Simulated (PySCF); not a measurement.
Compound: 6-hepten-3-ol, C₇H₁₄O.
Geometry (PBE0-D3(BJ)/def2-SVP, Å), atoms numbered from 1 in this order:
```xyz
22
C7H14O angstrom
C      3.8333   -0.3605    0.1789
C      2.7947    0.4709    0.0848
C      1.5653    0.2277   -0.7301
C      0.2899    0.1865    0.1076
C     -0.9609   -0.1023   -0.7149
O     -0.8314   -1.3052   -1.4436
C     -2.2270   -0.1007    0.1363
C     -3.4926   -0.3289   -0.6724
H      4.7024   -0.1263    0.7993
H      3.8533   -1.3085   -0.3693
H      2.8178    1.4102    0.6545
H      1.4619    1.0289   -1.4854
H      1.6569   -0.7144   -1.2921
H      0.3895   -0.5892    0.8903
H      0.1565    1.1411    0.6455
H     -1.0592    0.6813   -1.4884
H     -0.7431   -2.0215   -0.8033
H     -2.1238   -0.8854    0.9100
H     -2.2858    0.8541    0.6858
H     -3.6593    0.4925   -1.3874
H     -4.3807   -0.3976   -0.0269
H     -3.4131   -1.2581   -1.2551
```

Theory: PBE0-D3(BJ)/def2-SVP geometry optimisation, gas phase (PySCF).

Take the most abundant isotopes and a rigid rotor. The values belong to one conformer with, in the numbering `[CH2:1]=[CH:2][CH2:3][CH2:4][C@@H:5]([OH:6])[CH2:7][CH3:8]`, C1–C2–C3–C4 119°, C2–C3–C4–C5 -178°, C3–C4–C5–O6 56°, C4–C5–O6–H 63°, C4–C5–C7–C8 178°.

(1) Give the principal moments of inertia and the rotational constants in MHz.

(2) Classify the top.

(3) What does the inertial defect say?

(4) Give the other two planar moments, Paa and Pbb, and the rms extents of the mass along the axes.

(5) List the rotational levels J(Ka,Kc) to J = 4 (cm⁻¹).

(6) Predict some low-J microwave lines.

(7) Estimate the classical rotational partition function at 10 K, 50 K and 100 K.

## Answers

(1) Ia = 82.59, Ib = 665.75, Ic = 705.57 u·Å²; 505379 MHz·u·Å²/I gives A = 6119, B = 759.1, C = 716.3 MHz.

(2) A near-prolate asymmetric top; Ray's κ = -0.984.

(3) Not planar: Δ = Ic − Ia − Ib = -42.76 u·Å². For a rigid frame Δ = −2 Σ m c², so Σ m c² = 21.38 u·Å² lies off the ab plane: 12.19 from hydrogen and 9.19 from heavier atoms. The atom farthest from that plane is 1.66 Å away.

(4) Paa = Σ m a² = (Ib + Ic − Ia)/2 = 644.37 and Pbb = Σ m b² = (Ia + Ic − Ib)/2 = 61.21 u·Å². With the mass M = 114.10 u, the rms extents √(P/M) along a, b and c are 2.38, 0.73, 0.43 Å.

(5) Above 0(0,0):
J = 1: 1(0,1) 0.0492, 1(1,1) 0.2280, 1(1,0) 0.2294
J = 2: 2(0,2) 0.1476, 2(1,2) 0.3250, 2(1,1) 0.3293, 2(2,1) 0.8657, 2(2,0) 0.8657
J = 3: 3(0,3) 0.2952, 3(1,3) 0.4705, 3(1,2) 0.4791, 3(2,2) 1.0133, 3(2,1) 1.0134, 3(3,1) 1.9109, 3(3,0) 1.9109
J = 4: 4(0,4) 0.4920, 4(1,4) 0.6645, 4(1,3) 0.6788, 4(2,3) 1.2102, 4(2,2) 1.2103, 4(3,2) 2.1077, 4(3,1) 2.1077, 4(4,1) 3.3643, 4(4,0) 3.3643
Those of J = 1 are B + C, A + C and A + B.

(6) The dipole components are |μa| = 0.26 D, |μb| = 1.11 D, |μc| = 0.89 D. The squared components, which scale the intensities, stand as 0.05 : 1.00 : 0.64 (a : b : c). Some lines, for components of 0.1 D or more:

```json
{"type": "a", "branch": "R", "J(Ka,Kc)": "1(0,1) ← 0(0,0)", "MHz": "1475", "lower level (cm⁻¹)": "0.000"}
{"type": "a", "branch": "R", "J(Ka,Kc)": "2(1,2) ← 1(1,1)", "MHz": "2908", "lower level (cm⁻¹)": "0.228"}
{"type": "a", "branch": "R", "J(Ka,Kc)": "2(0,2) ← 1(0,1)", "MHz": "2951", "lower level (cm⁻¹)": "0.049"}
{"type": "a", "branch": "R", "J(Ka,Kc)": "2(1,1) ← 1(1,0)", "MHz": "2994", "lower level (cm⁻¹)": "0.229"}
{"type": "a", "branch": "R", "J(Ka,Kc)": "3(1,3) ← 2(1,2)", "MHz": "4362", "lower level (cm⁻¹)": "0.325"}
{"type": "a", "branch": "R", "J(Ka,Kc)": "3(0,3) ← 2(0,2)", "MHz": "4425", "lower level (cm⁻¹)": "0.148"}
{"type": "a", "branch": "R", "J(Ka,Kc)": "3(2,2) ← 2(2,1)", "MHz": "4426", "lower level (cm⁻¹)": "0.866"}
{"type": "a", "branch": "R", "J(Ka,Kc)": "3(2,1) ← 2(2,0)", "MHz": "4427", "lower level (cm⁻¹)": "0.866"}
{"type": "c", "branch": "Q", "J(Ka,Kc)": "3(1,3) ← 3(0,3)", "MHz": "5254", "lower level (cm⁻¹)": "0.295"}
{"type": "c", "branch": "Q", "J(Ka,Kc)": "2(1,2) ← 2(0,2)", "MHz": "5318", "lower level (cm⁻¹)": "0.148"}
{"type": "b", "branch": "Q", "J(Ka,Kc)": "2(1,1) ← 2(0,2)", "MHz": "5446", "lower level (cm⁻¹)": "0.148"}
{"type": "b", "branch": "R", "J(Ka,Kc)": "2(1,2) ← 1(0,1)", "MHz": "8268", "lower level (cm⁻¹)": "0.049"}
{"type": "b", "branch": "R", "J(Ka,Kc)": "3(1,3) ← 2(0,2)", "MHz": "9679", "lower level (cm⁻¹)": "0.148"}
{"type": "c", "branch": "R", "J(Ka,Kc)": "3(1,2) ← 2(0,2)", "MHz": "9936", "lower level (cm⁻¹)": "0.148"}
{"type": "b", "branch": "Q", "J(Ka,Kc)": "3(2,1) ← 3(1,2)", "MHz": "16018", "lower level (cm⁻¹)": "0.479"}
{"type": "b", "branch": "Q", "J(Ka,Kc)": "2(2,0) ← 2(1,1)", "MHz": "16081", "lower level (cm⁻¹)": "0.329"}
{"type": "b", "branch": "Q", "J(Ka,Kc)": "2(2,1) ← 2(1,2)", "MHz": "16209", "lower level (cm⁻¹)": "0.325"}
{"type": "c", "branch": "R", "J(Ka,Kc)": "2(2,1) ← 1(1,1)", "MHz": "19117", "lower level (cm⁻¹)": "0.228"}
{"type": "b", "branch": "R", "J(Ka,Kc)": "2(2,0) ← 1(1,1)", "MHz": "19117", "lower level (cm⁻¹)": "0.228"}
{"type": "c", "branch": "R", "J(Ka,Kc)": "3(2,1) ← 2(1,1)", "MHz": "20508", "lower level (cm⁻¹)": "0.329"}
{"type": "c", "branch": "R", "J(Ka,Kc)": "3(2,2) ← 2(1,2)", "MHz": "20635", "lower level (cm⁻¹)": "0.325"}
{"type": "b", "branch": "R", "J(Ka,Kc)": "3(2,1) ← 2(1,2)", "MHz": "20636", "lower level (cm⁻¹)": "0.325"}
{"type": "c", "branch": "Q", "J(Ka,Kc)": "3(3,1) ← 3(2,1)", "MHz": "26907", "lower level (cm⁻¹)": "1.013"}
{"type": "b", "branch": "Q", "J(Ka,Kc)": "3(3,0) ← 3(2,1)", "MHz": "26907", "lower level (cm⁻¹)": "1.013"}
{"type": "b", "branch": "Q", "J(Ka,Kc)": "3(3,1) ← 3(2,2)", "MHz": "26908", "lower level (cm⁻¹)": "1.013"}
{"type": "b", "branch": "R", "J(Ka,Kc)": "3(3,1) ← 2(2,0)", "MHz": "31334", "lower level (cm⁻¹)": "0.866"}
{"type": "c", "branch": "R", "J(Ka,Kc)": "3(3,1) ← 2(2,1)", "MHz": "31334", "lower level (cm⁻¹)": "0.866"}
```

(7) Point group C1, symmetry number σ = 1; q = (√π/σ)·√((kT/h)³/(ABC)), k/h = 20836.6 MHz/K: 2920 at 10 K, 32700 at 50 K, 92400 at 100 K.

Whether it is a minimum is left open (no frequencies). Zero-point vibration and centrifugal distortion are left out. A rigid rotor knows nothing of internal rotation, which can split or shift real lines.

On one thread, Arm Neoverse V2 (aarch64), on a shared host, this took 82 s wall and 0.82 GiB of memory at its peak. These figures are those of the optimisation.
